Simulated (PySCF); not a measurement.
```xyz
3

B     -0.0002     0.3389     0.0000
H     -1.0772    -0.1702     0.0000
H      1.0774    -0.1687     0.0000
```

Charge 0, multiplicity 2.

**Question.** Give the Mulliken and meta-Löwdin atomic charges from PBE0-D4/def2-TZVP (PySCF 2.14.0).

**Answer.** 
| atom | Mulliken (e) | meta-Löwdin (e) |
|---|---|---|
| B1 | -0.11 | -0.07 |
| H2 | 0.06 | 0.03 |
| H3 | 0.06 | 0.03 |
